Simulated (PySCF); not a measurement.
## Cl²⁺: excitation energy

Cl²⁺ [Ne] 3s2 3p3 (4S) → Cl²⁺ [Ne] 3s2 3p2 4s1 (4P), as a difference of total energies. Calculation: PySCF 2.14, in aug-cc-pCVTZ-DK with one added diffuse shell each of s, p, d, f type (9s8p6d4f, 91 functions); scalar relativity by spin-free X2C-1e. Correlated levels: valence: [Ne] frozen; valence and next inner shell: 1s2 frozen; nothing frozen. The calculations carry no spin-orbit coupling.

```tsv
method	excitation energy (cm⁻¹)
UHF	173700
LDA	172340
PBE	172460
PBE0	174250
r2SCAN	178090
HSE06	173890
PW91	172660
CAM-B3LYP	173200
B97-3	175010
MP2 (valence)	175130
SCS-MP2 (valence)	174510
MP2 (valence and next inner shell)	175220
SCS-MP2 (valence and next inner shell)	174620
MP2 (all electrons)	175260
SCS-MP2 (all electrons)	174640
```

A first-order spin-orbit estimate (lowest level to lowest level, LS coupling) adds -0.082 eV.

The promoted electron is Rydberg-like, and one or two diffuse shells describe it only roughly, which tends to raise the upper state.
